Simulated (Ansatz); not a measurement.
C$_{3}$H$_{12}$GeSi, singlet, geometry from GFN2-xTB; PBE0/def2-SVP run with Ansatz (a program for electronic structure).

The Ansatz input:
Ansatz 0.2 input:
```yaml
crystal:
  periodic: [false, false, false]
  atoms:
    - {symbol: C, position_ang: [-1.22828944, -0.79807656, 1.83377697]}
    - {symbol: Si, position_ang: [-0.84918280, -0.20838834, 0.06012301]}
    - {symbol: C, position_ang: [-1.24388236, -1.60367787, -1.17869975]}
    - {symbol: C, position_ang: [-1.90424881, 1.32778659, -0.34522219]}
    - {symbol: Ge, position_ang: [1.44168300, 0.35378710, -0.10207262]}
    - {symbol: H, position_ang: [-2.27296309, -1.06825027, 1.95545074]}
    - {symbol: H, position_ang: [-1.00123527, -0.02026438, 2.55771639]}
    - {symbol: H, position_ang: [-0.62975431, -1.66825630, 2.08907340]}
    - {symbol: H, position_ang: [-1.02560340, -1.29157142, -2.19633289]}
    - {symbol: H, position_ang: [-2.28908202, -1.89550463, -1.13950565]}
    - {symbol: H, position_ang: [-0.64580628, -2.48681681, -0.97132500]}
    - {symbol: H, position_ang: [-2.96745535, 1.11602543, -0.28284879]}
    - {symbol: H, position_ang: [-1.68771482, 2.13944214, 0.34395243]}
    - {symbol: H, position_ang: [-1.69672469, 1.68652537, -1.34964934]}
    - {symbol: H, position_ang: [2.22118327, 0.30331415, 1.18127845]}
    - {symbol: H, position_ang: [2.26544962, -0.51044863, -1.01402839]}
    - {symbol: H, position_ang: [1.74293331, 1.73586180, -0.60830969]}
basis:
  gaussian:
    orbitals: def2-SVP
hamiltonian:
  xc: pbe0
```

The log (banner, timings and long lists left out):

```
Functional definition: PBE0
1756 factors; their error is unknown
mean field evaluation 1: about -67666.4359 eV, gradient 6.7e1 eV
mean field evaluation 2: about -67663.9892 eV, gradient 7.0e1 eV
mean field evaluation 4: about -67676.8674 eV, gradient 1.9e0 eV
mean field evaluation 8: about -67676.8717 eV, gradient 6.4e-2 eV
mean field evaluation 16: about -67677.0500 eV, gradient 3.4e-5 eV
mean field -67677.05000548 eV, -2487.0857145491 hartree, gradient 3.4e-5 eV, S^2 0.000000; 0 other end points of the search recorded, 0 dependent functions left out
reference -67677.05004037 eV, -2487.0857158313 hartree; 38, 38 occupied and 114, 114 virtual orbitals, 1756 factors
Total energy: -67677.05004037 eV, -2487.0857158313 hartree
```
